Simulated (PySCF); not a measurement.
SMILES C[SiH2]c1cccs1 (C₅H₈SSi) (GFN2-xTB optimised geometry):

```
15

C     -0.680    -2.766    -0.045
Si    -1.669    -1.149     0.002
C     -0.461     0.287     0.000
C      0.903     0.287     0.000
C      1.477     1.576     0.000
C      0.538     2.556     0.000
S     -1.057     1.918     0.002
H     -1.351    -3.619    -0.044
H     -0.026    -2.861     0.816
H     -0.065    -2.833    -0.938
H     -2.486    -1.080     1.221
H     -2.536    -1.040    -1.178
H      1.484    -0.619    -0.001
H      2.536     1.762     0.000
H      0.680     3.619     0.000
```

Level of theory: PBE/def2-TZVP in PySCF.

### Question
What are the frontier orbital energies and the dipole moment?

### Answer
HOMO-2 -7.73 eV, HOMO-1 -6.21 eV, HOMO -5.85 eV, LUMO -1.51 eV, LUMO+1 -0.46 eV; dipole moment 1.10 D.

Meta-Löwdin charges at PBE/def2-TZVP: C1 -0.59, Si2 0.59, C3 -0.36, C4 -0.14, C5 -0.15, C6 -0.27, S7 0.30, H8 0.14, H9 0.13, H10 0.14, H11 -0.09, H12 -0.09, H13 0.13, H14 0.13, H15 0.14.
